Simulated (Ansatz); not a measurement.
Geometry optimisation, RHF/def2-SVP (Ansatz).

input.yaml

```yaml
crystal:
  periodic: [false, false, false]
  atoms:
    - { symbol: Ge, position_ang: [0.0, 0.0, 0.0] }
    - { symbol: C, position_ang: [0.0, 0.0, 1.96] }
    - { symbol: H, position_ang: [-0.9996, -0.3092, 2.3305] }
    - { symbol: H, position_ang: [0.7676, -0.7111, 2.3305] }
    - { symbol: H, position_ang: [0.232, 1.0203, 2.3305] }
    - { symbol: O, position_ang: [1.6691, 0.0, -0.5894] }
    - { symbol: H, position_ang: [1.9855, -0.9521, -0.7061] }
    - { symbol: O, position_ang: [-0.8337, 1.4443, -0.5894] }
    - { symbol: H, position_ang: [-1.7915, 1.2136, -0.8118] }
    - { symbol: O, position_ang: [-0.8337, -1.4443, -0.5894] }
    - { symbol: H, position_ang: [-1.2883, -1.91, 0.183] }
basis:
  gaussian: { orbitals: def2-SVP }
hamiltonian:
  xc: hf
relax:
  f_tol: 0.02
  max_steps: 40
```

Command:

```bash
$ ansatz run input.yaml --threads 4 --pin off --max-ram 5120MiB --backend cpu --events-out ev --progress --plain --runs-dir out
```

Q: Where does it end, and by what steps?

A: It converged. The force dipped under the threshold on the way, but the program's further checks kept it going. After 31 steps the energy has fallen by 0.645 eV; H9 moved furthest, 0.87 Å.

```csv
step,energy less start (eV),largest force component (eV/Å),accepted
0,0.0000,3.090,yes
2,-0.4724,0.347,yes
4,-0.4939,0.103,yes
6,-0.5536,0.427,yes
8,-0.6360,0.143,yes
10,-0.6412,0.247,yes
12,-0.6430,0.027,yes
14,-0.6431,0.046,yes
16,-0.6432,0.032,yes
18,-0.6433,0.053,yes
20,-0.6434,0.002,yes
22,-0.6435,0.059,yes
24,-0.6436,0.072,yes
26,-0.6438,0.098,yes
28,-0.6442,0.106,yes
30,-0.5429,2.051,no
31,-0.6447,0.008,yes
```

```xyz
11
Properties=species:S:1:pos:R:3
Ge -0.116 -0.183 0.255
C 0.058 0.075 2.153
H -0.926 0.081 2.622
H 0.651 -0.730 2.588
H 0.550 1.026 2.357
O 1.399 0.092 -0.585
H 1.689 -0.604 -1.155
O -1.305 0.912 -0.429
H -1.035 1.396 -1.195
O -0.619 -1.816 -0.150
H -1.438 -1.897 -0.614
```

Whether the end is a true minimum wasn't checked by a vibrational analysis.

The run took 37 s on 4 threads of Arm Neoverse V1 (shared host), peak memory 0.28 GiB.
